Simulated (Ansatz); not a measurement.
One change: `FC1BS1` becomes `FC1BO1`.

Ansatz, PBE0-D4/def2-TZVP geometries, multiplicity 1. 

```csv
property,`FC1BS1`
HOMO energy (PBE/def2-TZVPP) / eV,-6.90
LUMO energy (ωB97M-V/def2-TZVPP) / eV,0.31
HOMO–LUMO gap (ωB97M-V/def2-TZVPP) / eV,10.77
"ideal-gas entropy at 298 K and 1 bar (rigid rotor, harmonic PBE0-D4/def2-TZVP) / J/(mol·K)",280
HOMO energy (PBE0/def2-TZVPP) / eV,-8.27
HOMO energy (B3LYP/def2-TZVPP) / eV,-8.04
```

Problem. What does the change do to each property? (Best estimate.)

Solution. The calculation gave: 
```csv
property,`FC1BO1`,shift
HOMO energy (PBE/def2-TZVPP) / eV,-6.84,0.06
LUMO energy (ωB97M-V/def2-TZVPP) / eV,0.98,0.67
HOMO–LUMO gap (ωB97M-V/def2-TZVPP) / eV,11.66,0.89
"ideal-gas entropy at 298 K and 1 bar (rigid rotor, harmonic PBE0-D4/def2-TZVP) / J/(mol·K)",267,-13
HOMO energy (PBE0/def2-TZVPP) / eV,-8.33,-0.06
HOMO energy (B3LYP/def2-TZVPP) / eV,-8.13,-0.09
```

With PBE0 the HOMO falls by 0.06 eV and the LUMO rises by 0.75 eV, so the gap widens by about 0.81 eV. PBE moves the HOMO by 0.06 eV and ωB97M-V by -0.22 eV.

B3LYP here is the variant with VWN-RPA as its local correlation; programs differ in this.
